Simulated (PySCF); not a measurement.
boron trifluoride (BF3), SMILES FB(F)F. Atoms are numbered in the order given.

```xyz
4

F      1.3156     0.0000     0.0000
B      0.0000     0.0000     0.0000
F     -0.6578    -1.1394     0.0000
F     -0.6578     1.1394     0.0000
```

Geometry: B3LYP-D3(BJ)/def2-TZVP.

The numbers are results of PBE0/pcSseg-1 run with PySCF, not measurements.

GIAO shieldings, no solvent; atoms alike by connectivity are averaged. δ = σ(ref) − σ: ¹⁹F against CFCl3 (σ = 167.2 ppm), references at their B3LYP-D3(BJ)/def2-TZVP geometries, non-relativistic.

Task: Estimate the chemical shifts. (Estimate from the structure and the level; the computed values follow.)

Result: 
```json
[
 {"nucleus": "¹⁹F", "atoms": "F1, F3, F4", "count": "3", "δ (ppm)": "-131.8"}
]
```
